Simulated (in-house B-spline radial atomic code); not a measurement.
Results of a calculation; reference values are marked as such.
# Pd in an electron gas of r_s = 3.3: phase shifts, screening and friction

A nucleus sits in a uniform electron gas with a rigid positive background. The Kohn-Sham equations are solved self-consistently in the spin-unpolarised LDA (PW92), non-relativistic, on B-splines with outgoing waves at the boundary and partial waves to l = 8. The model has no lattice, no bands and no magnetic solution. Atomic units; δ_l are the phase shifts at the Fermi level, counted so that each bound state adds π, and good to about 0.0005.

The density parameter is r_s = 3.3 bohr.

```tsv
l	δ_l (rad)
0	12.8248
1	9.5838
2	6.1398
3	-0.0035
4	0.0005
5	-0.0001
6	0.0000
7	-0.0001
8	-0.0001
```

Bound levels below the band bottom (hartree): s -21.85, p -18.37, d -11.92, s -2.679, p -1.603 and deeper ones.

(1) Check the Friedel sum rule, and say where the screening charge sits.

(2) Find the transport cross section and the electronic stopping of a 2 keV Pd ion (mass 106.42 u).

Answers

(1) k_F = (9π/4)^(1/3)/r_s = 0.58156. The rule is Z = (2/π) Σ (2l + 1) δ_l. The terms are s 8.165, p 18.304, d 19.544, f -0.016 and 0.000 beyond, in all 45.996 against Z = 46. Bound states hold 8 s, 18 p, 10 d electrons, so the scattering states carry 10.00 in all.

(2) σ_tr = (4π/k_F²) Σ (l + 1) sin²(δ_l − δ_(l+1)). The terms for l = 0 to 3 are 0.0098, 0.1774, 0.0583, 0.0001, all together 0.2456, so σ_tr = 37.155 × 0.2456 = 9.126 bohr². With n = 3/(4π r_s³) = 0.006643, the friction coefficient is Q = n k_F σ_tr = 0.0353. For v well below v_F = 0.582, dE/dx = Q v; with 24801 eV per u at v = 1, v = √(2000/(24801 × 106.42)) = 0.0275, so dE/dx = 0.00097 hartree/bohr = 0.499 eV/nm. The largest term couples the p and d waves.
